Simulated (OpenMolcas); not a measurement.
## Eu2+: effect of the metal basis and ligand basis

Eu2+ with 4 ligands (fluoride) in tetrahedral coordination (Td) at 2.35 Å. A charge of +0.5 e stands 2.4 Å behind each ligand.

```yaml
Program: OpenMolcas 26.06
Method: CASSCF
Spin-orbit_coupling: RASSI with atomic mean-field integrals over the reference wave functions
```

Fixed: active space 7 electrons in 7 orbitals (4f), DKH2 Hamiltonian.

States (labels of Td). Energies in cm-1 above the lowest state or level, χT in cm3 K/mol.

```csv
Run,Metal basis,Ligand basis,Ground state,χT at 300 K,Cost
A,ANO-RCC-VDZP,ANO-RCC-VDZP,8A2,7.859,roughly 80 core-seconds
B,ANO-RCC-VTZP,ANO-RCC-VTZP,8A2,7.858,roughly 5 core-minutes
```

Costs are those of the RASSCF and RASSI steps.

No quartet enters the spin-orbit mixing, so the splitting and order within the octet and the sextets are unsound, and g values and χT are rough. No measured value stands beside these numbers; the geometry was imposed, not optimised, and the real ion may take another.
